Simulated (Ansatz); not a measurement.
`[SiH3]C1(Cl)CC1` → `C[C@H]1C[Si@H]1Cl`  (isomerisation)

Program: Ansatz. Geometries: PBE0-D4/def2-TZVP. ΔE: electronic, gas phase. CCSD(T)/CBS adds triple-zeta CCSD(T) − MP2 to the extrapolated MP2 energy (def2 sets, frozen cores). Functionals use def2-TZVPP. B3LYP here is the variant with VWN-RPA as its local correlation; programs differ in this.

`[SiH3]C1(Cl)CC1`:

```xyz
12

Si   -1.229    0.916   -0.709
C     0.402    0.104   -0.310
Cl    1.671    0.561   -1.458
C     0.835   -0.128    1.108
C     0.469   -1.290    0.242
H    -1.688    0.509   -2.060
H    -2.214    0.462    0.311
H    -1.095    2.393   -0.649
H     0.158    0.173    1.900
H     1.884    0.025    1.324
H    -0.466   -1.808    0.423
H     1.273   -1.916   -0.123
```

`C[C@H]1C[Si@H]1Cl`:

Cartesian coordinates in Å:
```
C 0.767 -1.040 0.853
C -0.427 -0.253 0.378
C -0.238 1.282 0.146
Si -0.658 0.318 -1.352
Cl 0.811 -0.050 -2.728
H 0.582 -2.115 0.790
H 1.011 -0.797 1.892
H 1.652 -0.826 0.248
H -1.346 -0.490 0.912
H -0.960 1.945 0.612
H 0.785 1.632 0.256
H -1.977 0.393 -2.007
```

```json
{"level": "PBE-D4", "ΔE (kJ/mol)": "-139.0", "difference from CCSD(T)/CBS": "0.2"}
{"level": "r2SCAN-D4", "ΔE (kJ/mol)": "-144.5", "difference from CCSD(T)/CBS": "-5.3"}
{"level": "PBE0-D4", "ΔE (kJ/mol)": "-139.7", "difference from CCSD(T)/CBS": "-0.5"}
{"level": "B3LYP-D4", "ΔE (kJ/mol)": "-136.4", "difference from CCSD(T)/CBS": "2.8"}
{"level": "ωB97X-V", "ΔE (kJ/mol)": "-131.5", "difference from CCSD(T)/CBS": "7.7"}
{"level": "ωB97M-V", "ΔE (kJ/mol)": "-138.8", "difference from CCSD(T)/CBS": "0.4"}
{"level": "B2PLYP", "ΔE (kJ/mol)": "-138.4", "difference from CCSD(T)/CBS": "0.8"}
{"level": "PBE", "ΔE (kJ/mol)": "-140.0", "difference from CCSD(T)/CBS": "-0.8"}
{"level": "r2SCAN", "ΔE (kJ/mol)": "-144.6", "difference from CCSD(T)/CBS": "-5.4"}
{"level": "PBE0", "ΔE (kJ/mol)": "-140.5", "difference from CCSD(T)/CBS": "-1.3"}
{"level": "B3LYP", "ΔE (kJ/mol)": "-138.2", "difference from CCSD(T)/CBS": "1.0"}
{"level": "HF/def2-TZVPP", "ΔE (kJ/mol)": "-128.2", "difference from CCSD(T)/CBS": "11.0"}
{"level": "MP2/def2-TZVPP", "ΔE (kJ/mol)": "-137.9", "difference from CCSD(T)/CBS": "1.3"}
{"level": "SCS-MP2/def2-TZVPP", "ΔE (kJ/mol)": "-132.1", "difference from CCSD(T)/CBS": "7.1"}
{"level": "CCSD/def2-TZVPP", "ΔE (kJ/mol)": "-135.2", "difference from CCSD(T)/CBS": "4.0"}
{"level": "CCSD(T)/def2-TZVPP", "ΔE (kJ/mol)": "-135.3", "difference from CCSD(T)/CBS": "3.9"}
{"level": "HF/def2-QZVPP", "ΔE (kJ/mol)": "-128.5", "difference from CCSD(T)/CBS": "10.7"}
{"level": "MP2/def2-QZVPP", "ΔE (kJ/mol)": "-140.2", "difference from CCSD(T)/CBS": "-1.0"}
{"level": "SCS-MP2/def2-QZVPP", "ΔE (kJ/mol)": "-134.8", "difference from CCSD(T)/CBS": "4.4"}
{"level": "HF/CBS(def2)", "ΔE (kJ/mol)": "-128.6", "difference from CCSD(T)/CBS": "10.6"}
{"level": "MP2/CBS(def2)", "ΔE (kJ/mol)": "-141.8", "difference from CCSD(T)/CBS": "-2.6"}
{"level": "CCSD/CBS(def2)", "ΔE (kJ/mol)": "-139.1", "difference from CCSD(T)/CBS": "0.1"}
{"level": "CCSD(T)/CBS", "ΔE (kJ/mol)": "-139.2", "difference from CCSD(T)/CBS": "0"}
```

Largest T1 diagnostic among the species: 0.010.

In def2-TZVPP, CCSD(T) changes the Hartree–Fock value by −7.0 kJ/mol (the triples alone add −0.1 kJ/mol) and MP2 by −9.7 kJ/mol.
